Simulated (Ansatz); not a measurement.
`F[Si](F)(F)[SiH2]` radical, relaxed with UKS PBE-D4/def2-SVP in Ansatz from a rough embedded geometry. The force threshold is 0.03 eV/Å; the program also tests the step.

Charge 0, multiplicity 2.

Start:

```xyz
7

F     1.222    1.593   -0.941
Si    0.893    0.216   -0.128
F     1.376    0.373    1.417
F     1.771   -0.976   -0.902
Si   -1.337   -0.324   -0.205
H    -2.248    0.740    0.357
H    -1.676   -1.622    0.402
```

Task: By how much does the energy fall, and how many steps does the optimiser take? (An estimate is asked.)

Result: Ansatz gave: 1.89 kcal/mol, in 3 steps.

Task: Which bonds change most? (Estimate.)

Result: The calculation gave: Si2–F4 from 1.670 to 1.623 Å; Si5–H7 from 1.472 to 1.503 Å; Si2–Si5 from 2.295 to 2.317 Å; F1–Si2 from 1.632 to 1.623 Å.

Task: Give the relaxed structure. (An estimate is asked.)

Result: Ansatz gave: 
```xyz
7

F     1.174    1.593   -0.905
Si    0.888    0.201   -0.121
F     1.492    0.376    1.376
F     1.763   -0.959   -0.843
Si   -1.368   -0.321   -0.214
H    -2.254    0.768    0.321
H    -1.696   -1.659    0.386
```
